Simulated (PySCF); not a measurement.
## Electron correlation in Ho⁴⁺ (holmium, charge +4)

Starting occupation: [Xe] 4f9, 4f5/2 with m_j = -5/2, -3/2, -1/2, +1/2, +3/2, +5/2, 4f7/2 with m_j = +3/2, +5/2, +7/2. Computed with PySCF 2.14 in x2c-QZVPPall-2c (16s16p12d6f4g1h, 213 functions), with X2C-1e with screened-nucleus spin-orbit coupling, Gaussian nucleus. Frozen: [Ar] 3d10; 35 electrons correlated; the 34 highest virtual spinors left out.

MP2 pair energies summed by pair of shells (mhartree):

```csv
pair,energy,share (%)
4d-4f,-368.59,21.8
4f-4f,-260.88,15.4
4f-5p,-213.85,12.6
4d-4d,-158.70,9.4
5p-5p,-140.28,8.3
4d-4p,-106.27,6.3
4d-5p,-104.36,6.2
4f-4p,-88.88,5.2
4f-5s,-49.43,2.9
5p-5s,-40.71,2.4
4d-5s,-33.62,2.0
4d-4s,-26.40,1.6
4p-4p,-25.66,1.5
4f-4s,-21.32,1.3
4p-5p,-17.70,1.0
4p-4s,-14.52,0.9
4p-5s,-8.64,0.5
5s-5s,-7.33,0.4
4s-5p,-3.24,0.2
4s-4s,-2.31,0.1
4s-5s,-1.30,0.1
```

Total MP2 correlation energy: -1694.0 mhartree.

The GHF reference relaxed away from the jj start to a determinant that is no pure jj level (⟨S²⟩ = 8.56, ⟨J²⟩ = 63.77); the energies belong to that determinant.

This basis was not built for core-valence correlation, so the inner-shell part is incomplete.
